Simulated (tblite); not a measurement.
Compound: C5H12O2Si2.
Atom-mapped SMILES: `[O:1]=[C:2]1[CH2:3][O:4][CH2:5][C@H:6]([CH2:7][SiH3:8])[SiH2:9]1` (hydrogens: H10, H11 on C3; H12, H13 on C5; H14 on C6; H15, H16 on C7; H17, H18, H19 on Si8; H20, H21 on Si9)

Cartesian coordinates in Å at the GFN2-xTB level; atoms count from 1:
```
atom  x, y, z in Å
O1    -2.793    1.981   -1.416
C2    -2.147    1.101   -0.898
C3    -2.809   -0.155   -0.364
O4    -1.981   -1.286   -0.313
C5    -0.874   -1.193    0.558
C6     0.323   -0.471   -0.080
C7     1.521   -0.478    0.868
Si8    3.140    0.132    0.082
Si9   -0.249    1.266   -0.620
H10   -3.660   -0.429   -0.994
H11   -3.192    0.095    0.642
H12   -0.607   -2.230    0.790
H13   -1.166   -0.696    1.495
H14    0.588   -1.050   -0.972
H15    1.674   -1.500    1.228
H16    1.287    0.121    1.750
H17    2.991    1.526   -0.340
H18    4.209    0.026    1.078
H19    3.462   -0.709   -1.072
H20    0.377    1.743   -1.851
H21   -0.103    2.227    0.482
```

Level: GFN2-xTB in tblite, geometry and Hessian alike; calculated harmonic values, unscaled, isolated species. Errors from tens to a few hundred cm⁻¹ against measured bands are possible. Modes of hydrogen on silicon can be 10 to 20 % off. One conformer, not necessarily the lowest.

Harmonic wavenumbers (cm⁻¹): 32.6, 60.8, 89.7, 121.5, 150.5, 225.2, 248.4, 302.1, 321.2, 359.7, 380.0, 416.1, 495.3, 507.3, 528.1, 562.9, 593.8, 613.6, 656.5, 703.7, 748.2, 767.2, 776.5, 787.3, 796.5, 806.5, 871.3, 958.7, 987.5, 1048.9, 1076.3, 1083.3, 1116.9, 1121.7, 1168.2, 1234.6, 1254.0, 1286.4, 1297.8, 1310.5, 1342.0, 1409.8, 1472.3, 1491.8, 1736.1, 2225.8, 2259.0, 2260.7, 2262.2, 2298.2, 2809.7, 2859.4, 2921.1, 2932.0, 2941.0, 2963.5, 2970.6.

A = 2217, B = 658.7, C = 531.2 MHz; mass 160.038 u (most abundant isotopes); point group C1, symmetry number 1.

Problem. Zero-point energy?

Solution. Half the sum of the wavenumbers: 33511 cm⁻¹ = 95.81 kcal/mol.

Problem. What is S at 500 K and 1 bar for an ideal gas of classical rigid rotors and harmonic oscillators?

Solution. Translation 43.71, rotation 31.95, vibration 60.28: S = 135.9 cal/(mol K).

Problem. And Cp and H(500 K) − H(0)?

Solution. Cp = 67.23 cal/(mol K), of which vibrations give 59.28 (their classical limit is 57 R = 113.3); H(500 K) − H(0) = 19.50 kcal/mol without the zero-point energy, 15.52 from vibrations.

Problem. Blend soft modes into free rotors: weight 1/[1 + (100 cm⁻¹/ν̃)⁴] for the oscillator and the rest for a rotor with moment μB/(μ + B), μ = h/(8π²ν), B = 10⁻⁴⁴ kg m². What vibrational entropy results?

Solution. 55.55 cal/(mol K) in place of 60.28, which changes −T·S at 500 K by +2.37 kcal/mol.

Problem. Which modes carry the vibrational entropy at 500 K?

Solution. 32.6 cm⁻¹: 6.69; 60.8 cm⁻¹: 5.45; 89.7 cm⁻¹: 4.68; 121.5 cm⁻¹: 4.09; 150.5 cm⁻¹: 3.67; 225.2 cm⁻¹: 2.88 cal/(mol K); the other 51 give 32.81 together.

Problem. How do the functions run with temperature in this model?

Solution. 
```
 T (K)  S (cal/(mol K))  Cp (cal/(mol K))  H − H(0) (kcal/mol)  G − H(0) (kcal/mol)  ln q(vib)
   150             82.6              26.4                 2.55                -9.84       3.77
   250             99.2              39.8                 5.86               -18.95       6.84
298.15            106.8              46.0                 7.93               -23.91       8.35
   400            122.0              57.8                13.23               -35.57      11.56
   600            148.9              74.9                26.62               -62.72      17.80
   900            182.6              91.0                51.72              -112.63      26.55
```

q(vib) and H(0) count from the zero-point level.

Hindered rotation and anharmonicity are outside this model. Other conformers, if any are populated, would add a mixing term that is left out. The structure is chiral; the term R ln 2 for an equal mix with its mirror image is left out.
